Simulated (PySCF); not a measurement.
These are B3LYP-D3(BJ)/def2-TZVP // TPSS-D3(BJ)/def2-SVP (PySCF) values and carry that method's errors. Gas-phase values, no solvent. One relaxed conformer stands for a flexible species; it need not be the lowest. B3LYP has the VWN-RPA correlation part, as in Gaussian. 

Reference species: [Y(OH)(NH2)2] (neutral, multiplicity 1).

The coordination number is 3 and the mean distance from the central atom to its bonded neighbours comes out as 2.122 Å.

Changed species: [Y(OH)3] (0 of 3 OH replaced by NH2; the reference has 2 of 3 OH replaced by NH2).

Problem. Predict the effect on the coordination number and mean distance from the central atom to its bonded neighbours.

Solution. the coordination number hardly moves; the mean distance from the central atom to its bonded neighbours decreases by 0.086 Å, to 2.036 Å.
